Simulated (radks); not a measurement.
The numbers below are computed, except where a source is named.
Spherical quantum dot in the effective-mass picture: electrons in a hard-walled sphere of radius 3.06, with a point charge +1 (a donor) at the centre, all in effective atomic units (hartree* = m*/eps^2 hartree, bohr* = eps/m* bohr), one dielectric constant everywhere. Level of theory: non-relativistic Kohn-Sham, r2SCAN, spin-polarised, spherical densities, generalised Kohn-Sham scheme (a radial shooting solver with Libxc functionals). Levels are named by radial order and angular momentum (1s, 1p, 1d, 2s, ...), and open shells are averaged over m.

N = 12, configuration 1s2 1p6 1d(up 4, down 0). This is the lowest configuration that the search found. Occupied and some empty levels:

level,occupation,eigenvalue (hartree*),<r> (bohr*)
1s up,1,4.9986,1.718
1s down,1,5.0630,1.632
1p up,3,5.4448,1.980
1p down,3,5.5684,1.957
1d up,4,6.0451,2.098
1d down,0,6.1947,2.091
2s up,0,6.3652,1.329
2s down,0,6.3995,1.402
1f up,0,6.8169,2.182
1f down,0,6.9833,2.181
2p up,0,7.7274,1.578
2p down,0,7.7897,1.582

Energy (hartree*): total 36.1081, kinetic 15.355, external -6.7837, Hartree 33.130, exchange-correlation -5.5932.
